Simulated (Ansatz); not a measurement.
Cost and result up the ladder for Hf₂O₅H₂ (9 atoms). The state is a singlet with charge 0. Geometry: r2SCAN-D4/def2-SVP.

Cartesian coordinates in Å:
```
Hf -1.705 1.217 -0.773
Hf 0.817 -0.327 -0.140
O 0.425 1.782 -0.076
O -0.481 1.069 0.908
O 1.324 -1.778 1.040
O -0.763 -0.455 -1.294
O -3.333 0.908 -0.118
H 2.275 0.050 -1.244
H 1.442 -2.466 1.697
```

Ansatz on 4 threads of Arm Neoverse V2 on a shared host. Times are rough, and most runs start from the orbitals of an earlier one. PBE0-D4/def2-TZVP serves as the yardstick here, not as an exact answer. Differences are given only for rows in sets of like size (and for xTB, whose basis is part of the method), since another set adds its own error. Binding counts from free atoms at the same level (Hf triplet, O triplet, H doublet; other spins of the atoms weren't run), without zero-point energy or a counterpoise term.

In the def2 sets Hf takes a core potential; there is no spin–orbit coupling. Correlated methods freeze 5 core orbitals; core or outer-core shells of Hf are correlated, in sets that lack core-valence functions. The rows differ in basis, and correlated rows in double-zeta sets carry the largest basis error. The structure holds one bond between oxygen atoms, so isomers without such links may lie far lower. No other spin state of charge 0 was run. Another isomer (singlet) lies 0.75 eV lower at PBE0-D4/def2-TZVP; other spin states weren't run for this one.

Correlated methods converge slowly with the basis, most of all in double-zeta sets.

```json
{"level": "PBE-D4/def2-TZVP (with forces)", "functions": "247", "wall time": "3.6 s", "binding energy per atom (eV)": "4.98", "difference from PBE0-D4/def2-TZVP (eV)": "0.28", "remarks": "–"}
{"level": "PBE0-D4/def2-TZVP", "functions": "247", "wall time": "5.5 s", "binding energy per atom (eV)": "4.70", "difference from PBE0-D4/def2-TZVP (eV)": "0.00", "remarks": "–"}
{"level": "r2SCAN-D4/def2-TZVP", "functions": "247", "wall time": "6.5 s", "binding energy per atom (eV)": "4.86", "difference from PBE0-D4/def2-TZVP (eV)": "0.16", "remarks": "–"}
{"level": "r2SCANh-D4/def2-TZVP", "functions": "247", "wall time": "8 s", "binding energy per atom (eV)": "4.75", "difference from PBE0-D4/def2-TZVP (eV)": "0.05", "remarks": "–"}
{"level": "B97M-V/def2-TZVP", "functions": "247", "wall time": "13 s", "binding energy per atom (eV)": "4.78", "difference from PBE0-D4/def2-TZVP (eV)": "0.08", "remarks": "–"}
{"level": "CCSD(T)/def2-SVP", "functions": "144", "wall time": "65 s", "binding energy per atom (eV)": "4.57", "difference from PBE0-D4/def2-TZVP (eV)": "–", "remarks": "test for broken spin undecided"}
```
